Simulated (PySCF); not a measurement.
**Correlation energy of S (sulfur, neutral)**

[Ne] 3s2 3p3 3d1, high-spin 5D determinant (an excited configuration). Calculation: PySCF 2.14, in aug-cc-pV(Q+d)Z (7s6p5d3f2g, 89 functions); no relativity, point nucleus. Frozen: [Ne]; 6 electrons correlated.

MP2 pair energies summed by pair of shells (mhartree):

| pair | energy | share (%) |
| --- | --- | --- |
| 3s-3p | -60.18 | 56.4 |
| 3p-3p | -18.41 | 17.2 |
| 3s-3s | -11.26 | 10.5 |
| 3p-3d | -9.38 | 8.8 |
| 3s-3d | -7.53 | 7.1 |

Total MP2 correlation energy: -106.77 mhartree.

Same-spin part -33.02 and opposite-spin part -73.76 mhartree; SCS-MP2 scales them by 1/3 and 6/5 to -99.51 mhartree.
